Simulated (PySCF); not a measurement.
## Predicted spectroscopic data

[PySCF 2.14.0 with density-fitted response routines: shieldings: GIAO PBE0/pcSseg-1; J couplings at B3LYP/pcJ-1 (spin–dipole term left out of most H,H and C,H couplings); geometry: GFN2-xTB; equivalent nuclei averaged; a single conformation; no solvent model; non-relativistic Hamiltonian]

δ = σ(ref) − σ, references computed at the same level: 1H (σref 31.72), 13C (σref 186.93) against TMS. Multiplet labels drop J under 1 Hz and among equivalent protons, and merge close values. Unscaled 3J(H,H) run several per cent high. Splittings of carbon signals by F and P are missing where no couplings were computed. Where no couplings were computed, multiplicities follow the n + 1 count of equivalent neighbours, and m marks all less simple cases (inequivalent or close neighbours, rings, F or P nearby). One-bond C–F couplings are unscaled and too large by tens of Hz. Shifts are as computed. Against solution values, carbons near 30 ppm lie about +3 ppm off and those near 130 ppm about +5 ppm. Of 1309 compounds with measured shifts, 239 miss one by over three times the rms of a fit or turn the order of signals round; such compounds aren't used in these exercises.

**1.** SMILES C(#C[SiH2]C#CCF)[SiH3], C₅H₇FSi₂. 1H NMR (500 MHz, computed): δ 5.39 (m, 2H), 4.81 (s, 2H), 4.25 (s, 3H). 13C{1H} NMR (computed): δ 114.5 (C), 113.8 (C), 109.8 (C), 92.9 (C), 74.0 (CH2).

**2.** `C=C1C=C1C(F)F`, C₅H₄F₂. 1H NMR (500 MHz, computed): δ 8.19 (tdt, J = 2.5, 1.5, 1.3 Hz, 1H), 7.11 (td, J = 57.8, 2.2 Hz, 1H), 4.22 (m, 1H), 4.18 (m, 1H). 13C{1H} NMR (computed): δ 148.5 (C, t, J = 26.3 Hz), 141.9 (CH, t, J = 8.5 Hz), 123.8 (C, t, J = 2.6 Hz), 117.0 (CH, t, J = 300.7 Hz), 67.3 (CH2).
